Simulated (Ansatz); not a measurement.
`C[CH2][Ge][F]` + CH₃SH → `C[S][Ge][F]` + ethane at 600 K and 1 bar (ligand exchange at a Ge–C bond).

Gas-phase electronic energies from Ansatz, PBE0-D4/def2-TZVP geometries. CCSD(T)/CBS adds triple-zeta CCSD(T) − MP2 to the extrapolated MP2 energy (def2 sets, frozen cores). This one scheme is used for every species. For Ge outer-core shells are correlated without core-valence functions, which leaves a few kJ/mol of doubt a bond. Scalar relativity is left out up to krypton. One conformer a species, not always the lowest.

```json
{"species": "`C[CH2][Ge][F]`", "CCSD(T)/CBS energy (Eh)": "-2255.03793", "H − E (kJ/mol)": "224.0", "S (J/(mol·K))": "410.6"}
{"species": "CH₃SH", "CCSD(T)/CBS energy (Eh)": "-438.22835", "H − E (kJ/mol)": "152.3", "S (J/(mol·K))": "296.8"}
{"species": "`C[S][Ge][F]`", "CCSD(T)/CBS energy (Eh)": "-2613.59497", "H − E (kJ/mol)": "155.6", "S (J/(mol·K))": "401.1"}
{"species": "`CC`", "CCSD(T)/CBS energy (Eh)": "-79.71954", "H − E (kJ/mol)": "228.8", "S (J/(mol·K))": "274.9"}
```

H − E and S are ideal-gas, rigid-rotor, harmonic terms from PBE0-D4/def2-TZVP, for one conformer and one mirror image of each species. 1 Eh = 2625.50 kJ/mol, R = 8.31446 J/(mol·K).

Problem. By hand: ΔE, ΔH, ΔS and ΔG.

Solution. ΔE = (-2613.59497) + (-79.71954) − (-2255.03793) − (-438.22835) = -0.04823 Eh = -126.6 kJ/mol. Δ(H − E) = 155.6 + 228.8 − 224.0 − 152.3 = 8.1, so ΔH = -118.5 kJ/mol. ΔS = 401.1 + 274.9 − 410.6 − 296.8 = -31.4 J/(mol·K). ΔG = -118.5 − 600 × (-31.4)/1000 = -99.7 kJ/mol.

Problem. By hand: the equilibrium constant, and the temperature at which ΔG would vanish if ΔH and ΔS stayed fixed.

Solution. log₁₀ K = −ΔG/(RT ln 10) = 8.7. ΔG = 0 at ΔH/ΔS = 3774 K, far beyond where these terms or the molecules hold.

ΔH outweighs TΔS. A doubt of 5 kJ/mol in ΔE shifts log₁₀ K by 0.4 here. Other conformers and mirror images would add mixing entropy, several J/(mol·K) or more a flexible species. Modes under 60 cm⁻¹, often nearly free rotors, make the harmonic entropy too high. These are equilibria of isolated gas molecules and say nothing of rates. Largest T1 diagnostic: 0.015 (customary marks: 0.02 for closed shells, 0.045 for open ones).
